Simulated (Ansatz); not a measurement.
Ansatz (a program for electronic structure) input (B3LYP-D3(BJ)/def2-TZVP):

Ansatz 0.2 input:
```yaml
crystal:
  periodic: [false, false, false]
  atoms:
    - {symbol: C, position_ang: [-1.56791764, -0.11223979, -0.06877080]}
    - {symbol: C, position_ang: [-0.17504793, 0.49016964, -0.19081456]}
    - {symbol: C, position_ang: [0.90025709, -0.51005232, 0.26215862]}
    - {symbol: C, position_ang: [2.28349100, 0.00930343, 0.18150417]}
    - {symbol: O, position_ang: [2.73970904, 1.05281998, -0.16550648]}
    - {symbol: H, position_ang: [-1.65626544, -1.00514327, -0.68408230]}
    - {symbol: H, position_ang: [-2.31776831, 0.60408522, -0.39594075]}
    - {symbol: H, position_ang: [-1.78020389, -0.38319479, 0.96324430]}
    - {symbol: H, position_ang: [-0.10244319, 1.39073545, 0.42144033]}
    - {symbol: H, position_ang: [0.01925119, 0.77513188, -1.22627058]}
    - {symbol: H, position_ang: [0.72860750, -0.81337395, 1.29852525]}
    - {symbol: H, position_ang: [0.85931872, -1.41751127, -0.34620690]}
basis:
  gaussian:
    orbitals: def2-TZVP
hamiltonian:
  xc: b3lyp
  dispersion: d3bj
magnetization: {spin_polarized: true, initial_magnetization: 1}
relax: {f_tol: 0.002, max_steps: 150}
```

End of the output:

```
reference -6310.47004281 eV, -231.9054966829 hartree; 20, 19 occupied and 177, 178 virtual orbitals, 1179 factors
Total energy: -6310.84128572 eV, -231.9191396083 hartree
Atom 0 at    -1.574055    -0.104801    -0.073947 Å, force     0.000015    -0.000067    -0.000043 eV/Å
Atom 1 at    -0.170224     0.481516    -0.185215 Å, force     0.000126     0.000023     0.000030 eV/Å
Atom 2 at     0.902822    -0.511518     0.265561 Å, force     0.001260     0.000577    -0.000311 eV/Å
Atom 3 at     2.320155     0.008924     0.181152 Å, force    -0.000379     0.000433    -0.000107 eV/Å
Atom 4 at     2.693914     1.067001    -0.182089 Å, force    -0.000921    -0.001106     0.000213 eV/Å
Atom 5 at    -1.680455    -0.998747    -0.692980 Å, force     0.000140    -0.000086     0.000232 eV/Å
Atom 6 at    -2.326302     0.615667    -0.399241 Å, force    -0.000137     0.000367    -0.000121 eV/Å
Atom 7 at    -1.805951    -0.385162     0.956239 Å, force     0.000101    -0.000278    -0.000155 eV/Å
Atom 8 at    -0.090563     1.388485     0.417911 Å, force    -0.000006    -0.000080    -0.000037 eV/Å
Atom 9 at     0.033604     0.781223    -1.215428 Å, force     0.000058     0.000088     0.000140 eV/Å
Atom 10 at     0.751672    -0.829005     1.302124 Å, force    -0.000040     0.000100     0.000123 eV/Å
Atom 11 at     0.876371    -1.432852    -0.324806 Å, force    -0.000217     0.000028     0.000036 eV/Å
Dipole moment:    -0.495966    -0.258332     0.057736 e Å
```

It need not be the lowest isomer of its formula.
